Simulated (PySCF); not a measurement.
PySCF job for Ge(H)2(Cl)(OH) (ClGeH3O), SMILES [OH][GeH2][Cl], IEF-PCM-B3LYP/def2-SVP. The structure is a stationary point at PBE0-D3(BJ)/def2-TZVP. One conformer was computed; it need not be the lowest.

```python
import numpy as np
from pyscf import gto, scf, dft
from pyscf.solvent import pcm

mol = gto.M(
    atom='''
    Ge   -0.05428085   -0.56340731    0.02254110
    O     1.64424780   -0.56657990   -0.45775410
    Cl   -0.74023277    1.47555346    0.14509666
    H    -0.80102860   -1.26795194   -1.10665922
    H    -0.24327872   -1.15986218    1.42345627
    H     2.21126914   -0.09492186    0.15727704
    ''',
    basis='def2-SVP',
    charge=0,
    spin=0,
    max_memory=1600,
    verbose=3,
)
mf = dft.RKS(mol, xc='b3lyp').density_fit(auxbasis='def2-universal-jkfit')
mf.grids.level = 3
mf.conv_tol = 1e-9
mf.max_cycle = 100
mf.kernel()
res = {}
for name, eps in {'water': 78.355, 'ethylethanoate': 5.9867, 'dimethylsulfoxide': 46.826}.items():
    s = mf.PCM()
    s.with_solvent.method, s.with_solvent.eps, s.with_solvent.lebedev_order = 'IEF-PCM', eps, 29
    s.kernel(mf.make_rdm1())
    res[name] = (s.e_tot, eps, s.dip_moment(), s.mo_energy, s.converged)
    print(f'{name}: electrostatic solvation free energy {(s.e_tot - mf.e_tot) * 627.509474:.3f} kcal/mol')
```

It prints:

```
converged SCF energy = -2613.88038249032

WARN: PCM is an experimental feature. It is still in testing.
Features and APIs may be changed in the future.

converged SCF energy = -2613.88782421691
Dipole moment(X, Y, Z, Debye):  0.48436, -1.31122,  1.40787
water: electrostatic solvation free energy -4.670 kcal/mol

WARN: PCM is an experimental feature. It is still in testing.
Features and APIs may be changed in the future.

converged SCF energy = -2613.88607370909
Dipole moment(X, Y, Z, Debye):  0.46154, -1.24256,  1.33301
ethylethanoate: electrostatic solvation free energy -3.571 kcal/mol

WARN: PCM is an experimental feature. It is still in testing.
Features and APIs may be changed in the future.

converged SCF energy = -2613.88771700512
Dipole moment(X, Y, Z, Debye):  0.48296, -1.30713,  1.40307
dimethylsulfoxide: electrostatic solvation free energy -4.602 kcal/mol
```

The run converged.
